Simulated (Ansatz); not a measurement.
Diatomic WH, multiplicity 6 (lowest of 2S+1 = 2, 4, 6, 8 at CCSD(T)/def2-TZVPP on PBE0 minima; our sources give no spin for the ground state, which may be another). No spin–orbit coupling.

Seven points along R, fitted to fifth degree in 1/R; most abundant isotopes. In def2 and cc sets the state is the lowest found near the PBE0 minimum, followed along R.

Correlated levels freeze the inner cores; with def2 sets outer-core shells near the valence are correlated too. CBS(a, b) extrapolates the correlation energy as X⁻³ and adds the Hartree–Fock energy of set b.

Programs: Ansatz (Gaussian orbitals). Values without a source in brackets are computed. In def2 rows elements past Kr take small-core potentials, without spin–orbit coupling.

Task: What bond length and harmonic frequency does BHLYP/def2-TZVPP give?

Result: r_e = 1.720 Å, ω_e = 1922 cm⁻¹.

Task: What bond length and harmonic frequency does CCSD/def2-QZVPP give?

Result: r_e = 1.712 Å, ω_e = 1925 cm⁻¹.

Task: What bond length and harmonic frequency does CCSD(T)/CBS(def2-TZVPP, def2-QZVPP) give?

Result: r_e = 1.708 Å, ω_e = 1927 cm⁻¹.

Ansatz is a program for electronic structure.
